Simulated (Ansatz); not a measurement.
Ansatz (an electronic-structure program) input (CCSD(T)/cc-pVQZ):

Ansatz 0.2 input:
```yaml
crystal:
  periodic: [false, false, false]
  atoms:
    - {symbol: B, position_ang: [-0.00000000, -0.00000000, -0.61304571]}
    - {symbol: N, position_ang: [0.00000000, 0.00000000, 0.69245456]}
    - {symbol: H, position_ang: [-0.00000000, -0.00000000, -1.78195339]}
basis:
  gaussian:
    orbitals: cc-pVQZ
magnetization: {spin_polarized: true, initial_magnetization: 1}
correlation: {method: ccsd_t, electrons: outside_noble_gas}
```

Output:

```
Functional definition: HF
integrals: 0.47 GiB planned
843 factors; integrals over basis functions are off by at most 1.2e-3 eV
mean field: 0.32 GiB planned
mean field evaluation 1: about -2165.9700 eV, gradient 1.8e1 eV
mean field evaluation 2: about -2165.9702 eV, gradient 1.8e1 eV
mean field evaluation 4: about -2167.7763 eV, gradient 1.9e0 eV
mean field evaluation 8: about -2167.8205 eV, gradient 3.3e-2 eV
mean field evaluation 16: about -2167.7759 eV, gradient 1.9e0 eV
mean field evaluation 32: about -2167.8205 eV, gradient 1.0e-2 eV
mean field evaluation 64: about -2167.8194 eV, gradient 1.2e-1 eV
mean field evaluation 96: about -2167.8187 eV, gradient 1.3e-1 eV
mean field evaluation 128: about -2166.6301 eV, gradient 1.2e-2 eV
mean field evaluation 160: about -2167.8201 eV, gradient 6.4e-2 eV
mean field -2167.82050175 eV, -79.6659340379 hartree, gradient 2.8e-6 eV, S^2 0.779104; 10 other end points of the search recorded, 0 dependent functions left out
determinant -2167.82050175 eV, -79.6659340379 hartree, with singles and doubles -2175.73339601 eV, -79.9567275382 hartree
determinant -2166.63014972 eV, -79.6221894074 hartree, with singles and doubles -2174.68947232 eV, -79.9183640503 hartree
2 core orbitals not correlated
reference -2167.82050175 eV, -79.6659340379 hartree; 5, 4 occupied and 133, 134 virtual orbitals, 843 factors
second order -7.23506931 eV of doubles, -0.00000000 eV of singles
coupled cluster: 1.18 GiB planned
cycle   1  -7.70432175 eV  change   -7.2e-1 eV  update   2.3e-2
cycle   2  -7.73584018 eV  change   -3.2e-2 eV  update   5.7e-3
cycle   3  -7.73441226 eV  change    1.4e-3 eV  update   3.1e-3
cycle   4  -7.73589233 eV  change   -1.5e-3 eV  update   1.3e-3
cycle   5  -7.73714350 eV  change   -1.3e-3 eV  update   6.7e-4
cycle   6  -7.73739841 eV  change   -2.5e-4 eV  update   2.7e-4
cycle   7  -7.73750278 eV  change   -1.0e-4 eV  update   9.2e-5
cycle   8  -7.73752482 eV  change   -2.2e-5 eV  update   3.4e-5
cycle   9  -7.73751445 eV  change    1.0e-5 eV  update   1.6e-5
cycle  10  -7.73751122 eV  change    3.2e-6 eV  update   7.2e-6
perturbative correction -0.34720657 eV, -0.0127596062 hartree
Total energy: -2175.90521954 eV, -79.9630419367 hartree
```
